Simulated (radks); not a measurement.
Removal energies from the aluminium ion Al10+, [He] 2s1, by Delta-SCF beside the eigenvalue of the level emptied. All-electron calculation, scalar-relativistic Kohn-Sham, r2SCAN, spin-polarised, spherical densities, finite nucleus; meta-GGA in the generalised Kohn-Sham scheme; Fermi nuclear charge, rms radius of each element as measured or else 0.836 A^(1/3) + 0.57 fm. Program: a radial shooting solver on a logarithmic mesh with Libxc functionals. Open shells are filled with parallel spins first.

| removed from | final configuration | Delta-SCF (eV) | -eigenvalue (eV) |
|---|---|---|---|
| 2s | [He] | 441.61 | 425.80 |
| 1s | 1s1 2s1 | 2018.3 | 1950.0 |
